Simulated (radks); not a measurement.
The numbers below are computed, except where a source is named.
Task: All-electron atom: neutral titanium in [Ar] 3d2 4s2 (the NIST ground configuration). Level of theory: scalar-relativistic Kohn-Sham, PBE, spin-polarised, spherical densities, finite nucleus; open shells are filled with parallel spins first; Fermi nuclear charge, rms radius 3.5921 fm (a radial shooting solver on a logarithmic mesh with Libxc functionals). Some entries of the table are withheld. Estimate them.

orbital,occ.,eigenvalue (hartree),<r> (bohr),<1/r> (bohr^-1)
1s down,1,-178.9181,0.06959,21.80
1s up,1,-178.9177,0.06959,21.80
2s up,1,-19.73113,0.3250,4.546
2s down,1,-19.71164,0.3248,4.549
2p up,3,-16.32325,0.2900,4.448
2p down,3,-16.30820,0.2898,4.452
3s up,1,-2.32435,1.007,1.396
3s down,1,-2.26040,1.007,1.395
3p up,3,-1.45087,(1),1.263
3p down,3,-1.38746,(2),1.262
3d up,2,-0.17711,1.583,0.8745
4s up,1,-0.17158,3.459,0.3760
4s down,1,-0.15338,3.607,0.3584
3d down,0,-0.12260,1.701,0.8406
4p up,0,-0.05743,4.752,0.2719
4p down,0,-0.04917,5.055,0.2544

Result: 
(1) 3p up <r> (bohr): 1.086
(2) 3p down <r> (bohr): 1.088
